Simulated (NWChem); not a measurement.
C2H7BOS; SMILES CB(OC)S

```xyz
12

B      0.5049    -0.1982     0.0005
C      1.8017    -1.0870    -0.0002
H      2.7083    -0.4645     0.0048
H      1.8347    -1.7403    -0.8874
H      1.8309    -1.7500     0.8799
O      0.6310     1.1489     0.0004
C     -0.4584     2.0356    -0.0003
H     -1.0909     1.8961     0.8929
H     -0.0682     3.0629     0.0011
H     -1.0884     1.8977    -0.8954
S     -1.1852    -0.9119     0.0000
H     -0.7951    -2.2026     0.0003
```
Atoms are numbered in this order, from 1.

Results from NWChem. Pople sets run with spherical d functions. Structure relaxed at the PBE0/def2-SVP level. No frequency run checked for a minimum.

Problem. Order these by “orbital gap (eV)”, lowest first: PBE/6-31G*; PBE/6-311++G**; PBE/STO-3G; PBE/3-21G.

Solution. PBE/6-311++G** (5.61), PBE/STO-3G (5.78), PBE/6-31G* (5.90), PBE/3-21G (6.02)
